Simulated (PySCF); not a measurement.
Species: 2-methylcyclohexanone, C₇H₁₂O.
Numbering: `[CH3:1][C@@H:2]1[CH2:3][CH2:4][CH2:5][CH2:6][C:7]1=[O:8]` (hydrogens: H9, H10, H11 on C1; H12 on C2; H13, H14 on C3; H15, H16 on C4; H17, H18 on C5; H19, H20 on C6)

Level: wB97X-D/def2-SVPD in PySCF, non-relativistic, on one gas-phase PBE0-D3(BJ)/def2-SVP geometry that isn't relaxed in the solvent. The solvent is an IEF-PCM continuum (Bondi radii, 1.10 Å for H, scaled by 1.2). The model holds no explicit solvent molecules, cavitation or dispersion.

Gas phase at wB97X-D/def2-SVPD: HOMO -8.91 eV, LUMO 1.32 eV, dipole 3.27 D.

Problem. What does the continuum do to the energy, the frontier levels and the dipole at wB97X-D/def2-SVPD in dichloromethane and methanol?

Solution. 
```json
{"solvent": "dichloromethane", "ε": "8.93", "E(solvent) − E(gas) (kcal/mol)": "-4.71", "polarisation term (kcal/mol)": "-5.68", "distortion of the solute (kcal/mol)": "0.97", "HOMO (eV)": "-9.03", "LUMO (eV)": "1.32", "dipole (D)": "4.30"}
{"solvent": "methanol", "ε": "32.61", "E(solvent) − E(gas) (kcal/mol)": "-5.46", "polarisation term (kcal/mol)": "-6.78", "distortion of the solute (kcal/mol)": "1.32", "HOMO (eV)": "-9.05", "LUMO (eV)": "1.31", "dipole (D)": "4.48"}
```

Polarisation term: ½ Σ q·V over the induced surface charges. Distortion: the rise of the solute's own energy as its density leaves the gas-phase optimum. From dichloromethane to methanol the lowering changes by a factor 1.16, Onsager's factor (ε − 1)/(2ε + 1) by 1.14 and ε itself by 3.7.

Problem. Which radius a makes the point-dipole formula ΔE = −[(ε − 1)/(2ε + 1)]·μ²/a³ give the value in methanol, with the gas-phase dipole?

Solution. μ = 1.288 au and |ΔE| = 0.00869 Eh give a = 2.38 Å; the farthest nucleus lies 3.13 Å from the centroid of the nuclei, so such a sphere wouldn't even hold the nuclei. The formula assumes a rigid point dipole at the centre of a sphere.

Problem. How does the static polarisability (wB97X-D/def2-SVPD, frozen core, with the continuum's full static response) change?

Solution. 
```tsv
medium	isotropic (au)	principal values (au)	⟨r²⟩ of the electrons (bohr²)
gas	82.7	70.3, 85.7, 92.0	988.7
dichloromethane	107.8	95.3, 110.7, 117.5	989.1
methanol	112.7	101.1, 114.8, 122.2	989.2
```

The isotropic value in methanol is 1.36 times the gas-phase one; no cavity-field correction is applied. ⟨r²⟩ is taken about the centre of nuclear charge.

On one thread of an x86-64 server, shared host, this took 40 s. This is the whole response run at wB97X-D/def2-SVPD in methanol, SCF included.

The pairwise dispersion term of wB97X-D wasn't added to the energies; at a given geometry it leaves orbitals and properties as they are.
